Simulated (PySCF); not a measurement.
## Electron correlation in P²⁺ (phosphorus, charge +2)

[Ne] 3s2 3p1, 2P determinant. All numbers are calculated (PySCF 2.14, the non-relativistic Hamiltonian (point nucleus), in aug-cc-pV(T+d)Z). Frozen: [Ne]; 3 electrons correlated.

| level | correlation energy (mhartree) |
| --- | --- |
| CCSD | -65.11 |
| (T) | -1.06 |
| CCSD(T) | -66.17 |
| CCSDT | -66.56 |

Diagnostics: T1 = 0.012, D1 = 0.0273, largest double amplitude 0.108.

Question: Is a single reference adequate?

Answer: Mostly. T1 lies below 0.03, but a double amplitude of this size points to a near-degeneracy that CCSD handles and MP2 describes poorly.
